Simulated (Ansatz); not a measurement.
**Cost against result**

Saddle point of SiNH₈OF, closed shell (SiH₄O ([OH][SiH3]) + NH₃ + HF → SiNH₅O ([NH2][SiH2][OH]) + HF + H₂; bonds formed: Si1–N7, H2–H8, H6–F9; bonds broken: Si1–H2, H6–N7, H8–F9), PBE0-D4/def2-TZVP structure:

```xyz
12
angstrom
Si -0.3220 0.2954 0.7413
H -0.3694 -1.5667 0.5180
H 0.3089 -0.1588 2.0013
H -1.7747 0.1373 0.5224
O -0.1069 1.9650 0.7474
H 0.3622 -0.6292 -1.3793
N 0.7740 0.1653 -0.7535
H -0.4225 -1.7812 -0.4026
F -0.3259 -1.8458 -1.6295
H -0.6699 2.4689 1.3352
H 1.7127 -0.1202 -0.4895
H 0.8335 1.0700 -1.2111
```

Barriers are electronic and count from the start structure reached by relaxing down the imaginary mode.

Computed with Ansatz 0.2.0 (basis: as named in each row); correlated methods freeze the cores. B3LYP uses VWN-RPA correlation. Extrapolation: Hartree–Fock as exp(−7.88 √X), correlation as X^−2.97.

Times are rough, for one single point on 4 threads of a shared host (Arm Neoverse V2).

The estimate by CCSD(T) at an estimated basis limit (MP2 extrapolated from triple and quadruple zeta, plus CCSD(T) − MP2 in triple zeta) is 0.913 eV.

| method | basis | time (s) | barrier (eV) | method less estimate |
| --- | --- | --- | --- | --- |
| HF | STO-3G | under 1 | 2.428 | 1.515 |
| PBE-D4 | STO-3G | under 1 | 0.105 | -0.808 |
| SPW92 | def2-SVP | under 1 | 0.240 | -0.673 |
| B3LYP-D4 | 6-31G | under 1 | 0.568 | -0.345 |
| PBE-D4 | def2-SVP | under 1 | 0.586 | -0.328 |
| PBE0-D4 | def2-SVP | under 1 | 0.778 | -0.136 |
| SPW92 | def2-TZVPP | under 1 | 0.231 | -0.683 |
| PBE-D4 | def2-TZVPP | 1 | 0.569 | -0.345 |
| BLYP-D4 | def2-TZVPP | 1 | 0.655 | -0.258 |
| B3LYP-D4 | def2-TZVPP | 2 | 0.775 | -0.138 |
| BHLYP-D4 | def2-TZVPP | 2 | 0.967 | 0.054 |
| PBE0-D4 | def2-TZVPP | 2 | 0.736 | -0.177 |
| CAM-B3LYP-D4 | def2-TZVPP | 2 | 0.773 | -0.140 |
| r2SCAN-D4 | def2-TZVPP | 3 | 0.654 | -0.259 |
| wB97M-V | def2-SVP | 3 | 0.897 | -0.017 |
| r2SCAN0-D4 | def2-TZVPP | 3 | 0.784 | -0.129 |
| CCSD(T) | def2-SVP | 4 | 1.176 | 0.262 |
| B2PLYP | def2-TZVPP | 4 | 0.858 | -0.055 |
| PBE-QIDH | def2-TZVPP | 4 | 0.866 | -0.047 |
| RPA on PBE | def2-TZVPP | 4 | 0.979 | 0.066 |
| wB97X-V | def2-TZVPP | 6 | 0.859 | -0.054 |
| wB97M-V | def2-TZVPP | 6 | 0.870 | -0.043 |
| B97M-V | def2-TZVPP | 8 | 0.874 | -0.039 |
| MP2 | def2-QZVPP | 17 | 0.865 | -0.048 |
| CCSD(T) | def2-TZVPP | 110 | 0.974 | 0.061 |

All methods are single points on the PBE0-D4 structures.

No T1 diagnostic of these runs exceeds 0.012.

Labels in which every atom is bracketed show which atoms are joined, not bond orders.
